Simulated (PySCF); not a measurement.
Species: C4H8F2O2Si.
SMILES with atom numbers: `[F:1][CH:2]([F:3])[O:4][C@H:5]1[CH2:6][CH2:7][SiH2:8][O:9]1` (hydrogens: H10 on C2; H11 on C5; H12, H13 on C6; H14, H15 on C7; H16, H17 on Si8)

Level: PBE0/pcSseg-1 and CAM-B3LYP/def2-SVPD in PySCF, non-relativistic, on one gas-phase PBE0-D3(BJ)/def2-SVP geometry that isn't relaxed in the solvent. The solvent is an IEF-PCM continuum (cavity from Bondi-type radii × 1.2). Only the electrostatic response of the medium enters.

Gas phase at PBE0/pcSseg-1: HOMO -8.69 eV, LUMO 0.27 eV, dipole 3.02 D.

Task: What does the continuum do to the energy, the frontier levels and the dipole at PBE0/pcSseg-1 in benzene and dimethylsulfoxide?

Result: 
```tsv
solvent	ε	E(solvent) − E(gas) (kcal/mol)	polarisation term (kcal/mol)	distortion of the solute (kcal/mol)	HOMO (eV)	LUMO (eV)	dipole (D)
benzene	2.271	-2.24	-2.35	0.11	-8.59	0.42	3.27
dimethylsulfoxide	46.83	-4.84	-5.35	0.51	-8.52	0.55	3.57
```

The first energy column is the sum of the next two and covers electrostatics alone. From benzene to dimethylsulfoxide the lowering changes by a factor 2.16, Onsager's factor (ε − 1)/(2ε + 1) by 2.11 and ε itself by 20.6.

Task: Which radius a makes the point-dipole formula ΔE = −[(ε − 1)/(2ε + 1)]·μ²/a³ give the value in dimethylsulfoxide, with the gas-phase dipole?

Result: μ = 1.187 au and |ΔE| = 0.00771 Eh give a = 2.36 Å; the farthest nucleus lies 3.35 Å from the centroid of the nuclei, so such a sphere wouldn't even hold the nuclei. The formula assumes a rigid point dipole at the centre of a sphere.

Task: Which ESP-fitted charges (PBE0/pcSseg-1) respond most in benzene (means over atoms taken as equivalent)?

Result: 
```tsv
atoms	environment	gas (e)	solvent (e)	change
O9	silyl ether oxygen	-0.435	-0.452	-0.017
O4	ether oxygen	-0.286	-0.300	-0.014
C5	sp3 carbon bearing two oxygens	+0.182	+0.192	+0.010
H10	methine hydrogen	+0.084	+0.093	+0.009
F3	fluorine of a CF2 group	-0.204	-0.212	-0.008
C7	sp3 carbon bound to silicon	-0.311	-0.303	+0.008
```

Task: How do the nuclear quadrupole coupling constants eQVzz/h respond in benzene?

Result: 
```tsv
nucleus	Q (barn)	gas (MHz)	solvent (MHz)	η gas	η solvent
17O at O4	-0.0256	-10.98	-10.94	0.89	0.89
17O at O9	-0.0256	-9.76	-9.74	0.43	0.42
```

Gas phase at CAM-B3LYP/def2-SVPD: HOMO -10.15 eV, LUMO 0.92 eV, dipole 3.17 D.

Task: What does the continuum do to the energy, the frontier levels and the dipole at CAM-B3LYP/def2-SVPD in benzene?

Result: 
```tsv
solvent	ε	E(solvent) − E(gas) (kcal/mol)	polarisation term (kcal/mol)	distortion of the solute (kcal/mol)	HOMO (eV)	LUMO (eV)	dipole (D)
benzene	2.271	-2.29	-2.42	0.13	-10.03	1.07	3.47
```

Task: How does the static polarisability (CAM-B3LYP/def2-SVPD, frozen core, with the continuum's full static response) change?

Result: 
| medium | isotropic (au) | principal values (au) | ⟨r²⟩ of the electrons (bohr²) |
| --- | --- | --- | --- |
| gas | 79.4 | 71.4, 79.5, 87.4 | 1522.1 |
| benzene | 89.3 | 81.1, 89.8, 97.0 | 1522.1 |

The isotropic value in benzene is 1.12 times the gas-phase one; no cavity-field correction is applied. ⟨r²⟩ is taken about the centre of nuclear charge.

Time: 28 s wall; peak memory 1.1 GiB. Hardware: an Arm Neoverse V2 with one thread, on a shared host. This is the whole shielding run at PBE0/pcSseg-1 in dimethylsulfoxide, SCF included.
